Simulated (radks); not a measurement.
Species: Ta II. Configuration: [Xe] 4f14 5d3 6s1. Calculated with a radial shooting solver on a logarithmic mesh with Libxc functionals: scalar-relativistic Kohn-Sham, RPBE, spin-unpolarised, spherical densities, finite nucleus; Fermi nuclear charge, rms radius 5.3507 fm.

X-ray form factor f0, the Fourier transform of the density (f0(0) = 72):

sin(theta)/lambda (1/angstrom),f0 (electrons)
0.05,71.039
0.1,68.540
0.15,65.248
0.2,61.709
0.25,58.170
0.3,54.735
0.4,48.381
0.5,42.868
0.6,38.165
0.8,30.637
1,25.020
1.25,20.203
1.5,17.196
2,13.618
